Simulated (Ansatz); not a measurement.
Z-matrix (Å, degrees):
```
C
C 1 1.524
N 1 1.445 2 115.2
H 1 1.094 2 109.5 3 120.2
H 1 1.090 2 110.0 3 -124.1
H 2 1.092 1 111.5 3 68.6
H 2 1.093 1 110.4 3 -171.8
H 2 1.091 1 110.9 3 -51.8
C 3 1.370 1 117.0 2 78.8
C 3 1.476 1 121.6 2 -80.3
C 9 1.341 3 128.8 1 4.5
H 9 1.084 3 113.7 1 -176.9
C 10 1.530 3 109.6 1 -142.2
C 10 1.532 3 110.9 1 96.7
C 10 1.524 3 110.5 1 -24.2
H 11 1.081 9 118.8 3 176.1
H 11 1.082 9 124.0 3 -3.0
H 13 1.092 10 109.8 3 175.3
H 13 1.092 10 110.3 3 55.6
H 13 1.091 10 112.7 3 -65.4
H 14 1.092 10 111.0 3 -61.9
H 14 1.092 10 110.9 3 58.0
H 14 1.093 10 110.7 3 177.9
H 15 1.091 10 108.7 3 -177.4
H 15 1.092 10 111.5 3 -58.7
H 15 1.091 10 112.4 3 63.8
```

Total charge 0; spin multiplicity 1.

Question: List the CAM-B3LYP/def2-TZVPP orbital energies in eV (the Gaussian-basis code of Ansatz). (An estimate is asked.)

Answer: The calculation gave: Occupied: -391.60, -280.06, -279.39, -279.31, -278.62, -278.48, -278.44, -278.38, -277.68, -28.01, -24.30, -22.93, -21.57, -21.12, -21.03, -19.25, -17.93, -16.46, -15.74, -14.82, -14.36, -13.70, -13.63, -13.25, -13.09, -12.61, -12.35, -12.26, -11.87, -11.71, -11.44, -11.19, -10.88, -10.53, -9.87, -6.67. Lowest empty: 1.79, 2.18, 2.56, 2.92, 2.95, 3.13, 3.34, 3.46.
